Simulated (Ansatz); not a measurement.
Consider the formal exchange of groups at a Ge–S bond: `F[Si](F)(Cl)[S][GeH2][Cl]` + `C[SiH3]` → `[SiH3][CH2][GeH2][Cl]` + `F[Si](F)(S)Cl`.

Gas-phase electronic energies from Ansatz, PBE0-D4/def2-TZVP geometries. CCSD(T)/CBS is the MP2 limit (def2-TZVPP, def2-QZVPP) plus CCSD(T) − MP2 in def2-TZVPP, frozen cores. This one scheme is used for every species. DFT in def2-TZVPP. B3LYP here is the variant with VWN-RPA as its local correlation; programs differ in this. For Ge outer-core shells are correlated without core-valence functions, which leaves a few kJ/mol of doubt a bond. Scalar relativity is left out up to krypton. One conformer a species, not always the lowest.

Q: Is it downhill or uphill in electronic energy at CCSD(T)/CBS, and by how much? (Best estimate.)

A: Ansatz gave: Uphill: ΔE = +0.54 eV.

Q: What do these levels give: PBE-D4, r2SCAN-D4, PBE0-D4, B3LYP-D4, ωB97X-V, B2PLYP, PBE0, HF/def2-TZVPP, SCS-MP2/def2-TZVPP, CCSD/def2-TZVPP, HF/def2-QZVPP, MP2/def2-QZVPP? (Best estimate.)

A: The calculation gave: PBE-D4 0.64, r2SCAN-D4 0.63, PBE0-D4 0.63, B3LYP-D4 0.65, ωB97X-V 0.58, B2PLYP 0.58, PBE0 0.59, HF/def2-TZVPP 0.57, SCS-MP2/def2-TZVPP 0.55, CCSD/def2-TZVPP 0.52, HF/def2-QZVPP 0.57, MP2/def2-QZVPP 0.57 eV.

Largest T1 diagnostic among the species: 0.011.

The D4 term adds +0.06 eV with B3LYP and +0.04 eV with PBE0; it sums over pairs of atoms, weighted by their polarisabilities, and B3LYP, whose exchange is more repulsive, gets the larger term.
